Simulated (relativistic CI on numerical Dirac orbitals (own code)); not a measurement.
# Er3+: 4p photoemission

Computed with this model: Dirac-Coulomb-Breit CI, KLI orbitals optimised for each configuration, model QED (radiative potential, 1s self-energy scaled to tabulated hydrogen-like ionisation energies), valence Slater integrals scaled by 0.8, multiplet model of photoemission in the sudden approximation; configurations [Xe] 4f11 → [Ar] 3d10 4s2 4p5 4d10 4f11 5s2 5p6; 80 K; Lorentzian 1.75 eV and Gaussian 0.7 eV FWHM. Energies are those of the free ion, without screening or charge transfer. The energies are binding energies and can lie tens of eV above those of solids. S is read from ⟨S²⟩ = S(S + 1).

Computed curve for free ion, scaled to 100 at the maximum (points under 2 are left out and the grid is thinned):

| Energy (eV) | Intensity |
| --- | --- |
| 351.2 | 2.0 |
| 352.0 | 2.4 |
| 352.6 | 2.8 |
| 353.4 | 3.4 |
| 354.0 | 4.0 |
| 354.8 | 5.2 |
| 355.4 | 6.5 |
| 356.2 | 9.3 |
| 356.8 | 12.9 |
| 357.6 | 22.2 |
| 358.2 | 37.7 |
| 359.0 | 79.7 |
| 359.8 | 97.8 |
| 360.4 | 82.0 |
| 361.2 | 71.4 |
| 361.8 | 73.8 |
| 362.6 | 80.5 |
| 363.2 | 62.9 |
| 364.0 | 42.0 |
| 364.6 | 36.9 |
| 365.4 | 36.2 |
| 366.0 | 36.4 |
| 366.8 | 40.2 |
| 367.4 | 50.3 |
| 368.2 | 54.1 |
| 369.0 | 47.6 |
| 369.6 | 39.7 |
| 370.4 | 27.7 |
| 371.0 | 19.9 |
| 371.8 | 12.5 |
| 372.4 | 8.5 |
| 373.2 | 5.5 |
| 373.8 | 4.3 |
| 374.6 | 3.3 |
| 375.2 | 2.8 |
| 376.0 | 2.3 |
| 400.6 | 2.1 |
| 401.2 | 2.4 |
| 402.0 | 3.0 |
| 402.6 | 3.7 |
| 403.4 | 5.0 |
| 404.0 | 6.5 |
| 404.8 | 10.0 |
| 405.4 | 15.0 |
| 406.2 | 29.7 |
| 406.8 | 51.5 |
| 407.6 | 77.2 |
| 408.2 | 90.3 |
| 409.0 | 82.0 |
| 409.8 | 45.8 |
| 410.4 | 35.0 |
| 411.2 | 27.6 |
| 411.8 | 20.5 |
| 412.6 | 13.0 |
| 413.2 | 9.0 |
| 414.0 | 5.8 |
| 414.6 | 4.4 |
| 415.4 | 3.2 |
| 416.0 | 2.6 |
| 416.8 | 2.0 |

The ground state has S = 1.48, and the centroid lies at 378.44 eV.
